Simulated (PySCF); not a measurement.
Molecule: SMILES C1C[SiH2]CCO1, C$_{4}$H$_{10}$OSi.

Cartesian coordinates in Å; atom numbers follow the order of the lines, from 1:
```xyz
16

C     1.137   -1.077    0.169
C     1.509    0.375   -0.142
Si    0.030    1.505    0.249
C    -1.431    0.479   -0.405
C    -1.223   -0.993   -0.042
O    -0.009   -1.529   -0.513
H     0.994   -1.198    1.255
H     1.936   -1.754   -0.149
H     1.771    0.444   -1.198
H     2.399    0.637    0.429
H     0.137    2.799   -0.427
H    -0.093    1.685    1.703
H    -2.388    0.806    0.000
H    -1.495    0.560   -1.491
H    -1.999   -1.615   -0.500
H    -1.283   -1.116    1.052
```

Frames of a GFN2-xTB Langevin trajectory at 400 K; GIAO PBE0/pcSseg-1 shieldings in PySCF, gas phase, non-relativistic; equivalent atoms averaged within each frame.

Scale: TMS for $^{13}$C (σ = 186.93 ppm), $^{29}$Si (σ = 349.16 ppm), $^{1}$H (σ = 31.72 ppm); $^{17}$O (σ = 336.08 ppm) vs H2O (reference shieldings calculated alike). The references are static minima.

Q: How do the shifts (ppm) fluctuate along the trajectory?

A: 
```tsv
time (fs)	C1/C5	C2/C4	Si3	O6	H11/H12	H7/H8/H15/H16	H9/H10/H13/H14
optimised geometry	71.8	11.0	-54.2	54.7	4.21	4.00	0.81
250	74.1	21.4	-46.3	67.0	5.26	4.79	2.50
425	68.9	5.7	-62.1	47.0	4.11	3.73	0.21
625	76.6	7.9	-59.8	72.3	3.93	4.98	0.77
800	69.0	20.5	-50.3	64.4	5.18	3.77	2.30
1000	75.6	9.9	-52.7	65.5	5.52	4.08	1.41
mean of frames	72.9	13.1	-54.3	63.3	4.80	4.27	1.44
standard deviation	3.6	7.4	6.6	9.6	0.73	0.58	0.98
```

5 frames give an uncertainty of the mean of about the standard deviation over 2.2 at best, since frames this close in time may not be independent; classical motion lacks zero-point vibration, and the reference would need the same averaging.
